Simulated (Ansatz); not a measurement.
`O[SiH2][SiH2][SnH3]` + H₂S → `S[SiH2][SnH3]` + `O[SiH3]` at 500 K and 1 bar (cleavage of the Si–Si bond).

Program: Ansatz. Geometries: PBE0-D4/def2-TZVP. ΔE: electronic, gas phase. CBS: MP2 limit from def2 TZ/QZ plus the TZ coupled-cluster correction, frozen cores. This one scheme is used for every species. def2 core potentials past Kr. For Sn outer-core shells are correlated without core-valence functions, which leaves a few kJ/mol of doubt a bond. One conformer a species, not always the lowest.

```csv
species,CCSD(T)/CBS energy (Eh),H − E (kJ/mol),S (J/(mol·K))
`O[SiH2][SiH2][SnH3]`,-872.19303,240.6,491.3
H₂S,-398.97279,57.0,224.0
`S[SiH2][SnH3]`,-904.49431,170.0,426.9
`O[SiH3]`,-366.69042,127.5,292.9
```

H − E and S are ideal-gas, rigid-rotor, harmonic terms from PBE0-D4/def2-TZVP, for one conformer and one mirror image of each species. 1 Eh = 2625.50 kJ/mol, R = 8.31446 J/(mol·K).

Problem. By hand: ΔE, ΔH, ΔS and ΔG.

Solution. ΔE = (-904.49431) + (-366.69042) − (-872.19303) − (-398.97279) = -0.01891 Eh = -49.6 kJ/mol. Δ(H − E) = 170.0 + 127.5 − 240.6 − 57.0 = -0.1, so ΔH = -49.7 kJ/mol. ΔS = 426.9 + 292.9 − 491.3 − 224.0 = 4.5 J/(mol·K). ΔG = -49.7 − 500 × (4.5)/1000 = -52.0 kJ/mol.

Problem. By hand: the equilibrium constant, and the temperature at which ΔG would vanish if ΔH and ΔS stayed fixed.

Solution. log₁₀ K = −ΔG/(RT ln 10) = 5.4. ΔH and −TΔS have one sign here, so there is no such temperature.

The number of gas molecules stays the same, so ΔS is small and ΔH decides. A doubt of 5 kJ/mol in ΔE shifts log₁₀ K by 0.5 here. Other conformers and mirror images would add mixing entropy, several J/(mol·K) or more a flexible species. Modes under 60 cm⁻¹, often nearly free rotors, make the harmonic entropy too high. These are equilibria of isolated gas molecules and say nothing of rates. Largest T1 diagnostic: 0.013 (customary marks: 0.02 for closed shells, 0.045 for open ones).

ΔS is within the doubt of such terms, so its sign, and with it that verdict, could turn.
